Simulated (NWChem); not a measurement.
Species: silicon dioxide molecule (SiO2); SMILES O=[Si]=O

All runs: NWChem. Pople sets run with spherical d functions. The geometry was optimised at PBE0/def2-SVP. Total energies compare along this basis series because the functional is fixed.

```
level              basis functions  energy (Ha)  highest occupied level (eV)  orbital gap (eV)
-----------------  ---------------  -----------  ---------------------------  ----------------
B3LYP/STO-3G                    19    -434.3873                        -3.80              6.21
B3LYP/3-21G                     31    -437.5321                        -8.32              5.20
B3LYP/6-31G*                    46    -439.9233                        -9.21              5.69
B3LYP/6-31+G*                   58    -439.9408                        -9.75              5.79
B3LYP/def2-SVP                  46    -439.7358                        -9.23              5.84
B3LYP/def2-SVPD                 70    -439.7600                        -9.78              5.93
B3LYP/def2-TZVP                 99    -440.0444                        -9.64              5.81
B3LYP/6-311++G**                74    -440.0119                        -9.78              5.79
B3LYP/aug-cc-pVTZ              142    -440.0385                        -9.68              5.84
```
